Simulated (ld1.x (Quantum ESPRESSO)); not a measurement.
**How hard is this chromium RRKJ potential?**

| Property | Result |
| --- | --- |
| Element | chromium |
| Generator | ld1.x (Quantum ESPRESSO) 7.5 |
| Type | norm-conserving RRKJ (Kleinman–Bylander form) |
| Functional | revPBE |
| Relativity | scalar-relativistic |
| Frozen core | [Ne] |
| Valence charge | 14 |
| Reference configuration | 3s2 3p6 3d4.5 4s0 4p0 (charge +1.5) |
| Partial waves | 3s (bound): rc 1.45 bohr; 3p (bound): rc 1.20 bohr; 3d (bound): rc 1.80 bohr |
| Local potential | all-electron potential smoothed inside 0.95 bohr (lloc = -2) |
| Core correction | Bessel-smoothed model core inside 0.95 bohr |
| rho0 | 0.02 |

The pseudo-atom Hamiltonian at the reference potential is diagonalised in spherical Bessel functions j_l(qr) that vanish at 20 bohr, with q² up to the cutoff. All-electron valence levels (Ry): 3s -6.4348, 4s -1.0230, 3p -4.3307, 4p -0.6933, 3d -1.1599.

Q: How do the lowest levels (Ry) of each channel move with the cutoff, and are there ghosts?

A:

```
cutoff (Ry)     s #1     s #2     p #1     p #2     p #3     d #1     d #2     f #1  Σ f·Δε (mRy)
          8  -5.3084  -0.9021  -2.4247  -0.5289  -0.2167  -0.4455  -0.1924  -0.1573       16904.0
         15  -5.3585  -0.9141  -3.5427  -0.6253  -0.2447  -0.5105  -0.2165  -0.1573        9803.2
         25  -5.6675  -0.9397  -4.1469  -0.6756  -0.2595  -0.7575  -0.2783  -0.1574        4448.6
         40  -6.1978  -0.9922  -4.3180  -0.6922  -0.2644  -1.1313  -0.3186  -0.1574         679.3
         50  -6.3550  -1.0090  -4.3272  -0.6934  -0.2648  -1.1586  -0.3206  -0.1574         186.6
         70  -6.4300  -1.0175  -4.3281  -0.6935  -0.2648  -1.1597  -0.3206  -0.1574          26.2
        100  -6.4348  -1.0181  -4.3306  -0.6936  -0.2649  -1.1598  -0.3207  -0.1574           1.4
        140  -6.4348  -1.0181  -4.3307  -0.6936  -0.2649  -1.1599  -0.3207  -0.1574           0.5
        400  -6.4348  -1.0181  -4.3308  -0.6936  -0.2649  -1.1599  -0.3207  -0.1574           0.0
```

Result: no extra level below or beside the all-electron valence levels (s, p, d, f tested); 10 mRy is reached at 90 Ry and 1 mRy at 110 Ry.

Its largest configuration-test error is +950 meV.
